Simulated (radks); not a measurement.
Question: Species: Ta IV. Configuration: [Xe] 4f14 5d2 (the NIST ground configuration). Method: Dirac Kohn-Sham, PBEsol, spin-unpolarised, spherical densities, finite nucleus; open shells are shared between the two j in proportion to 2j + 1; Fermi nuclear charge, rms radius 5.3507 fm; computed with a radial shooting solver on a logarithmic mesh with Libxc functionals. Some entries of the table are withheld. Estimate them.

orbital  occ.  eigenvalue (hartree)  <r^2> (bohr^2)
1s1/2       2             -2471.663       0.0004791
2s1/2       2             -425.2724             (1)
2p1/2       2             -406.5983        0.005235
2p3/2       4             -359.9484        0.006438
3s1/2       2             -98.20600             (2)
3p1/2       2             -89.88253         0.04400
3p3/2       4             -79.84096         0.05062
3d3/2       4             -65.74259             (3)
3d5/2       6             -63.55445             (4)
4s1/2       2             -20.83282          0.2380
4p1/2       2             -17.39905          0.2459
4p3/2       4             -15.08393          0.2820
4d3/2       4              -9.43191          0.3097
4d5/2       6              -9.00657          0.3235
5s1/2       2                   (5)           1.353
5p1/2       2              -2.70413           1.655
5p3/2       4              -2.37490           1.937
4f5/2       6              -1.98118          0.5062
4f7/2       8              -1.90817          0.5243
5d3/2     0.8              -1.08800             (6)
5d5/2     1.2              -1.05754             (7)

Answer: 
(1) 2s1/2 <r^2> (bohr^2): 0.007322
(2) 3s1/2 <r^2> (bohr^2): 0.04790
(3) 3d3/2 <r^2> (bohr^2): 0.03933
(4) 3d5/2 <r^2> (bohr^2): 0.04115
(5) 5s1/2 eigenvalue (hartree): -3.70606
(6) 5d3/2 <r^2> (bohr^2): 3.793
(7) 5d5/2 <r^2> (bohr^2): 3.985
